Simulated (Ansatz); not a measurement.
C6H9OSc, SMILES `[CH3][Sc]1234([OH])[C@H]5[C@@H]1[C@@H]2[C@@H]3[C@H]54` at its PBE0-D4/def2-TZVP geometry, where that method's forces vanish. Total charge 0; spin multiplicity 1.

```xyz
17

C     1.7611   -1.2638    1.1608
Sc   -0.1187   -0.1522    0.8672
O    -1.1046   -0.0037    2.4422
C     0.3253    1.4102   -0.9952
C    -1.0423    1.5452   -0.6641
C    -1.6848    0.3310   -0.9752
C    -0.7136   -0.5529   -1.4989
C     0.5261    0.1175   -1.5210
H     1.8180   -2.1623    0.5316
H     2.6466   -0.6645    0.9099
H     1.8740   -1.5893    2.2020
H    -1.7020    0.1431    3.1690
H     1.0856    2.1702   -0.8756
H    -1.5126    2.4198   -0.2376
H    -2.7334    0.1136   -0.8295
H    -0.8913   -1.5662   -1.8330
H     1.4667   -0.2956   -1.8523
```

What forces (eV/Å) does B3LYP-D4/def2-TZVPP give on these atoms in Ansatz 0.2.0? (Estimate.)

Ansatz gave: 
```
C1   0.138 -0.091  0.056
Sc2  0.105 -0.072  0.059
O3  -0.084  0.003  0.171
C4   0.184  0.198 -0.022
C5  -0.143  0.229  0.041
C6  -0.273 -0.016 -0.019
C7  -0.043 -0.232 -0.134
C8   0.211 -0.072 -0.158
H9  -0.004  0.038  0.025
H10 -0.039 -0.023  0.009
H11  0.001  0.012 -0.049
H12 -0.045  0.012  0.050
H13 -0.059 -0.055 -0.014
H14  0.037 -0.065 -0.039
H15  0.081  0.017 -0.017
H16  0.011  0.079  0.020
H17 -0.080  0.037  0.021
```

B3LYP here is the variant with VWN-RPA as its local correlation; programs differ in this.
